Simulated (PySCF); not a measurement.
# Electronic absorption of trans-Zr(NH3)2F4

Species: trans-Zr(NH3)2F4 (singlet state).
Z-matrix (Å and degrees, PBE0-D3(BJ)/def2-SVP geometry), rows numbered from 1:
```
Zr
N   1  2.3899
H   2  1.0210  1  110.28
H   2  1.0206  1  110.71  3  -119.77
H   2  1.0206  1  112.40  3   118.50
N   1  2.3892  2  175.36  3   -11.17
H   6  1.0201  1  112.27  3    59.27
H   6  1.0215  1  109.08  7  -118.29
H   6  1.0201  1  111.90  7   123.57
F   1  1.9522  2   76.26  3   119.42
F   1  1.9514  2   76.06  3   -63.24
F   1  1.9520  2  100.18  3    28.33
F   1  1.9516  2  107.49  3  -152.03
```

Method used: TDDFT CAM-B3LYP/def2-SVPD, vertical, gas phase, core orbitals frozen in the response, def2 core potentials past Kr (PySCF 2.14.0, density-fitted response routines). Spin–orbit coupling is left out.

Task: List the vertical singlet excitations with oscillator strengths and describe the spectrum.

Result: 

```json
{"state": "S1", "E (eV)": "8.33", "λ (nm)": "148.8", "ν̃ (cm⁻¹)": "67200", "f": "0.043", "|μ| (D)": "1.17", "main configurations (H = HOMO, L = LUMO)": "H→L+2 (60%), H→L (15%)"}
{"state": "S2", "E (eV)": "8.35", "λ (nm)": "148.4", "ν̃ (cm⁻¹)": "67390", "f": "0.0082", "|μ| (D)": "0.51", "main configurations (H = HOMO, L = LUMO)": "H→L+3 (67%), H→L+2 (9%), H-1→L+3 (9%)"}
{"state": "S3", "E (eV)": "8.43", "λ (nm)": "147.0", "ν̃ (cm⁻¹)": "68020", "f": "0.021", "|μ| (D)": "0.82", "main configurations (H = HOMO, L = LUMO)": "H-1→L+2 (70%), H-1→L+3 (8%)"}
{"state": "S4", "E (eV)": "8.45", "λ (nm)": "146.7", "ν̃ (cm⁻¹)": "68140", "f": "0.0033", "|μ| (D)": "0.32", "main configurations (H = HOMO, L = LUMO)": "H-1→L+3 (71%)"}
{"state": "S5", "E (eV)": "8.50", "λ (nm)": "145.8", "ν̃ (cm⁻¹)": "68590", "f": "0.211", "|μ| (D)": "2.56", "main configurations (H = HOMO, L = LUMO)": "H→L (53%), H→L+2 (16%), H-2→L+1 (11%)"}
{"state": "S6", "E (eV)": "8.60", "λ (nm)": "144.2", "ν̃ (cm⁻¹)": "69370", "f": "0.0004", "|μ| (D)": "0.12", "main configurations (H = HOMO, L = LUMO)": "H-3→L+2 (25%), H→L+1 (22%), H-2→L (17%)"}
{"state": "S7", "E (eV)": "8.62", "λ (nm)": "143.8", "ν̃ (cm⁻¹)": "69540", "f": "0.0002", "|μ| (D)": "0.08", "main configurations (H = HOMO, L = LUMO)": "H→L+1 (27%), H-3→L+2 (22%), H-2→L (16%)"}
{"state": "S8", "E (eV)": "8.65", "λ (nm)": "143.3", "ν̃ (cm⁻¹)": "69760", "f": "0.0016", "|μ| (D)": "0.22", "main configurations (H = HOMO, L = LUMO)": "H-4→L+3 (23%), H-4→L+2 (23%), H-3→L+3 (21%)"}
{"state": "S9", "E (eV)": "8.70", "λ (nm)": "142.5", "ν̃ (cm⁻¹)": "70190", "f": "0.0013", "|μ| (D)": "0.20", "main configurations (H = HOMO, L = LUMO)": "H-4→L+3 (21%), H-4→L+2 (19%), H-3→L+2 (15%)"}
{"state": "S10", "E (eV)": "8.73", "λ (nm)": "141.9", "ν̃ (cm⁻¹)": "70450", "f": "0.0034", "|μ| (D)": "0.32", "main configurations (H = HOMO, L = LUMO)": "H-3→L+3 (34%), H-4→L+2 (22%), H-5→L+3 (12%)"}
```

Triplets, Tamm–Dancoff:

```csv
state,E (eV),λ (nm),"main configurations (H = HOMO, L = LUMO)"
T1,8.05,154.0,"H→L+2 (56%), H→L (18%)"
T2,8.08,153.4,"H→L+3 (67%), H-2→L+2 (11%)"
T3,8.17,151.8,"H→L (49%), H-2→L+1 (14%), H→L+2 (10%)"
T4,8.24,150.4,"H→L+1 (48%), H-2→L (27%)"
```

The lowest singlet comes at 149 nm (804 kJ/mol) in the vacuum ultraviolet; it is of moderate strength; its leading configuration is HOMO→LUMO+2 (60%). The most intense listed level is S5 at 8.50 eV (146 nm, f = 0.211), 0.17 eV above S1. For S1 the Löwdin share of zirconium is at most 10% in HOMO and 66% in LUMO+2; for S5 the Löwdin share of zirconium is at most 10% in HOMO and 45% in LUMO. Of the 10 states listed, 3 reach f = 0.01 and 2 stay under 0.0005. Weighted by f, the mean energy of these states is 8.47 eV. The listed states span 0.40 eV, and the widest gap between neighbours is 0.10 eV (S5 to S6). The vertical ionisation energy (ΔSCF) is 12.09 eV, 3.36 eV above S10. Singlets were solved by full linear response, triplets in the Tamm–Dancoff approximation.
